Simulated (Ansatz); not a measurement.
Born–Oppenheimer molecular dynamics of BFH2O2 (6 atoms, charge 0, multiplicity 1). It starts from a relaxed structure.

Level of theory: RHF/def2-SVP in Ansatz.

```json
{
  "ensemble": "NVE (velocity Verlet)",
  "time step": "1 fs",
  "steps asked": "166",
  "starting velocities drawn for": "300 K",
  "seed": "672833"
}
```

First frame:

```xyz
6
Properties=species:S:1:pos:R:3
B 0.050 -0.211 0.048
F -0.193 0.141 1.299
O 1.323 -0.269 -0.363
H 1.417 -0.527 -1.266
O -0.975 -0.502 -0.778
H -1.831 -0.430 -0.387
```

Task: How far do the bonds stretch over the last three quarters of this one trajectory? (Pairs bonded in most of those frames.)

Result: 
| bond | mean (Å) | spread (Å) | shortest | longest |
| --- | --- | --- | --- | --- |
| B1–F2 | 1.324 | 0.012 | 1.30 | 1.35 |
| B1–O3 | 1.341 | 0.017 | 1.31 | 1.38 |
| B1–O5 | 1.349 | 0.011 | 1.33 | 1.37 |
| O3–H4 | 0.946 | 0.008 | 0.93 | 0.96 |
| O5–H6 | 0.945 | 0.002 | 0.94 | 0.95 |

Mean temperature of the second half: 148 K. The conserved energy stayed within 0.23 meV per atom of its start (net change 0.06 meV per atom), so the integration is sound. Over the second half the temperature averaged 0.49 of the 300 K drawn at the start: a run that starts near a minimum puts about half its kinetic energy into the potential. A run of 0.17 ps of so small a system gives no equilibrium averages.

Run time: 76 s on 1 thread of Arm Neoverse V2 (shared host), peak memory 0.1 GiB.
